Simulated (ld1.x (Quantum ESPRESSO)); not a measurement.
# How hard is this Yb (Z = 70) RRKJ potential?

Yb (Z = 70), norm-conserving RRKJ (Kleinman–Bylander form), made with ld1.x (Quantum ESPRESSO) 7.5 (revPBE, scalar-relativistic). Core [Kr] 4d10 5s2, reference 4f14 5p6 5d0 6s0 6p0 (charge +2). Waves: 5p (bound): rc 2.45 bohr; 5d (bound, empty): rc 2.00 bohr; 4f (bound): rc 1.00 bohr; 6s (bound, empty): rc 2.15 bohr. Local part: the s channel. Core correction: none.

The pseudo-atom Hamiltonian at the reference potential is diagonalised in spherical Bessel functions j_l(qr) that vanish at 20 bohr, with q² up to the cutoff. All-electron valence levels (Ry): 5p -3.0937, 6p -0.7773, 5d -0.9781, 4f -1.2903, 6s -1.1207.

Question: How do the lowest levels (Ry) of each channel move with the cutoff, and are there ghosts?

Answer:

| cutoff (Ry) | p #1 | p #2 | d #1 | f #1 | f #2 | s #1 | s #2 | Σ f·Δε (mRy) |
| --- | --- | --- | --- | --- | --- | --- | --- | --- |
| 8 | -2.7916 | -0.7257 | -0.8441 | -0.2842 | -0.1604 | -1.0772 | -0.4319 | 15897.9 |
| 25 | -3.0937 | -0.7367 | -0.9775 | -0.2846 | -0.1608 | -1.1191 | -0.4690 | 14078.9 |
| 50 | -3.0937 | -0.7375 | -0.9781 | -0.2848 | -0.1609 | -1.1203 | -0.4698 | 14077.0 |
| 100 | -3.0937 | -0.7376 | -0.9782 | -0.2853 | -0.1615 | -1.1206 | -0.4701 | 14069.3 |
| 180 | -3.0937 | -0.7376 | -0.9782 | -1.2112 | -0.2823 | -1.1207 | -0.4701 | 1107.3 |
| 400 | -3.0937 | -0.7376 | -0.9782 | -1.2903 | -0.2824 | -1.1207 | -0.4701 | 0.0 |

Result: no extra level below or beside the all-electron valence levels (p, d, f, s tested); 10 mRy is reached at 300 Ry and 1 mRy at over 300 Ry.

6 of 7 tests not solved or not reliable.
